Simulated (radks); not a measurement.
Dy0.1+, configuration [He] 2s2 2p(up 3, down 2.9) 3s2 3p6 3d10 4s2 4p6 4d10 4f10 5s2 5p6 6s2 (fractional occupations, a model configuration).

All-electron calculation, non-relativistic Kohn-Sham, PBEsol, spin-polarised, spherical densities, point nucleus; open shells are filled with parallel spins first (spin-orbit coupling, left out, can overturn this in heavy ions); relativity is left out, which matters for an element this heavy. Program: a radial shooting solver on a logarithmic mesh with Libxc functionals.

Energy parts (Ry):
total: -23226.0346
kinetic: 23218.5627
electron-nucleus: -55195.1914
Hartree: 9246.8625
exchange-correlation: -496.2684

Orbitals (lengths in bohr, moments of r in powers of bohr; <r^-3> diverges for s and p1/2):
| orbital | occ. | eigenvalue (Ry) | <r^-3> |
|---|---|---|---|
| 1s up | 1 | -3690.264 | - |
| 1s down | 1 | -3690.181 | - |
| 2s up | 1 | -592.1302 | - |
| 2s down | 1 | -592.0242 | - |
| 2p up | 3 | -564.5873 | 9879 |
| 2p down | 2.9 | -564.4526 | 9878 |
| 3s up | 1 | -131.1470 | - |
| 3s down | 1 | -130.9856 | - |
| 3p up | 3 | -118.7203 | 2036 |
| 3p down | 3 | -118.5693 | 2039 |
| 3d up | 5 | -95.53437 | 351.5 |
| 3d down | 5 | -95.41796 | 351.9 |
| 4s up | 1 | -25.41232 | - |
| 4s down | 1 | -25.15135 | - |
| 4p up | 3 | -20.48110 | 450.4 |
| 4p down | 3 | -20.22088 | 449.4 |
| 4d up | 5 | -11.64025 | 65.64 |
| 4d down | 5 | -11.38252 | 65.39 |
| 5s up | 1 | -3.22479 | - |
| 5s down | 1 | -3.12006 | - |
| 5p up | 3 | -1.91848 | 57.20 |
| 5p down | 3 | -1.83804 | 54.72 |
| 4f up | 7 | -0.72667 | 9.905 |
| 4f down | 3 | -0.50099 | 9.600 |
| 6s up | 1 | -0.30235 | - |
| 6s down | 1 | -0.29575 | - |

The highest occupied level is 6s down at -4.024 eV. The electron density at the nucleus is 2.048e+05 e/bohr^3. Spin moment in Bohr magnetons: 4.1. The spin density at the nucleus is -0.042 e/bohr^3 (1s -2.556, 2s 1.635, 3s -2.781, 4s 0.923, 5s 2.524, 6s 0.213).
